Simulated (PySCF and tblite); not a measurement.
Results of a calculation; reference values are marked as such.
C₈H₁₂, numbered as in [CH3:1]\[CH:2]=[CH:3]/[CH:4]=[CH:5]\[CH:6]=[CH:7]\[CH3:8].

Free energies: PBE0-D3(BJ)/pcSseg-1 on GFN2-xTB structures plus GFN2-xTB thermal terms, symmetry and mirror images included. Conformers within 2.5 kcal/mol (GFN2-xTB free energy) were kept, 7 at most. Run with PySCF (density fitting) and tblite.

Rotational constants are equilibrium values for the commonest isotopes; dipoles come from the energy level named.

Torsions listed: C2–C3–C4–C5, C4–C5–C6–C7. Of a mirror pair one member is shown.

| conformer | shape | symmetry | weight % |
| --- | --- | --- | --- |
| 1 | 180°, 180° | Cs | 98.0 |
| 2 | 54°, -176° | C1 (pair) | 1.6 |
| 3 | 166°, -35° | C1 (pair) | 0.4 |

Sets of constants, in random order:

```json
{"set": "P", "A (MHz)": "3277", "B (MHz)": "1147", "C (MHz)": "933", "abs μa (D)": "0.51", "abs μb (D)": "0.49", "abs μc (D)": "0.13"}
{"set": "Q", "A (MHz)": "4307", "B (MHz)": "907", "C (MHz)": "779", "abs μa (D)": "0.08", "abs μb (D)": "0.44", "abs μc (D)": "0.21"}
{"set": "R", "A (MHz)": "8567", "B (MHz)": "662", "C (MHz)": "619", "abs μa (D)": "0.16", "abs μb (D)": "0.09", "abs μc (D)": "0.00"}
```

Problem. Match each set to its conformer.

Solution. P is conformer 2, Q is conformer 3, R is conformer 1.
